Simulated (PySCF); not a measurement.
**Steps of a relaxation of Yb(NH2)2**

Yb(NH2)2 (singlet; a saddle point, relaxed within its symmetry). PySCF 2.14.0, RKS PBE0, Yb def2-SVP with ECP28, N def2-SVP, H def2-SVP; non-relativistic Hamiltonian with scalar-relativistic core potentials where named; density fitting; no spin-orbit coupling. Origin of the start: template. Columns: position (Å) and force (eV/Å). Energies are counted from the last step; some of the 10 steps are shown. Forces carry noise of the integration grid, about 0.01 to 0.03 eV/Å.

Run from Python with OMP_NUM_THREADS=2. Where DIIS fails, smearing, a level shift and second-order steps follow.
It took 59 s on 2 threads of Arm Neoverse V2 (shared host), from the converged density of the start.

```xyz
7
step 0  E = 0.327 eV
Yb    0.0000    0.0000   -0.1544     0.00    0.00    1.35
N     2.1502    0.0000    0.8079    -1.73    0.00   -0.97
H     2.6888   -0.8300    1.0489     0.18    0.21    0.15
H     2.6888    0.8300    1.0489     0.18   -0.21    0.15
N    -2.1502    0.0000    0.8079     1.73    0.00   -0.97
H    -2.6888    0.8300    1.0489    -0.18   -0.21    0.15
H    -2.6888   -0.8300    1.0489    -0.18    0.21    0.15
```

```xyz
7
step 3  E = 0.021 eV
Yb    0.0000    0.0000   -0.1152     0.00    0.00   -0.07
N     2.0448    0.0000    0.7160     0.22    0.00    0.23
H     2.5773   -0.7965    1.0851    -0.16    0.09   -0.10
H     2.5773    0.7965    1.0851    -0.16   -0.09   -0.10
N    -2.0448    0.0000    0.7160    -0.22    0.00    0.23
H    -2.5773    0.7965    1.0851     0.16   -0.09   -0.10
H    -2.5773   -0.7965    1.0851     0.16    0.09   -0.10
```

```xyz
7
step 6  E = 0.004 eV
Yb    0.0000    0.0000   -0.1974     0.00    0.00   -0.14
N     1.9941    0.0000    0.7141     0.08    0.00    0.10
H     2.4933   -0.8016    1.1066    -0.02    0.04   -0.01
H     2.4933    0.8016    1.1066    -0.02   -0.04   -0.01
N    -1.9941    0.0000    0.7141    -0.08    0.00    0.10
H    -2.4933    0.8016    1.1066     0.02   -0.04   -0.01
H    -2.4933   -0.8016    1.1066     0.02    0.04   -0.01
```

Q: Where does the relaxation end?

A: It converges at step 9 in C2v:
```xyz
7
step 9  E = 0
Yb    0.0000    0.0000   -0.2757
N     1.9584    0.0000    0.7101
H     2.4343   -0.8013    1.1281
H     2.4343    0.8013    1.1281
N    -1.9584    0.0000    0.7101
H    -2.4343    0.8013    1.1281
H    -2.4343   -0.8013    1.1281
```

Q: How did the contacts change?

A: 
```json
{"contact": "Yb1–N2 (NH2)", "start (Å)": "2.356", "end (Å)": "2.192"}
{"contact": "Yb1–N5 (NH2)", "start (Å)": "2.356", "end (Å)": "2.192"}
```
